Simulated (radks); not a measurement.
The caesium anion Cs-, [Xe] 6s2, held by a Watson sphere: a shell of charge +1 at radius R that stands for the Madelung well of a crystal (potential energy -1/R inside, -1/r outside, in hartree with lengths in bohr). All-electron calculation, scalar-relativistic Kohn-Sham, r2SCAN, spin-polarised, spherical densities, finite nucleus; meta-GGA in the generalised Kohn-Sham scheme; Fermi nuclear charge, rms radius of each element as measured or else 0.836 A^(1/3) + 0.57 fm. Program: a radial shooting solver on a logarithmic mesh with Libxc functionals.

| R (bohr) | e(5s) (eV) | e(5p) (eV) | e(6s) (eV) | <r> 6s (bohr) | sum of <r^2> (bohr^2) | X-ray form factor at sin(theta)/lambda = 0.2 1/angstrom |
|---|---|---|---|---|---|---|
| 3 | -29.876 | -16.333 | -3.183 | 5.022 | 108.3 | 43.883 |
| 4.09 | -28.322 | -14.800 | -3.068 | 5.245 | 113.8 | 43.876 |
| 4.24 | -28.185 | -14.660 | -3.041 | 5.290 | 114.8 | 43.879 |
| 4.3 | -28.134 | -14.608 | -3.029 | 5.309 | 115.2 | 43.880 |
| 4.83 | -27.764 | -14.226 | -2.918 | 5.483 | 119.3 | 43.891 |
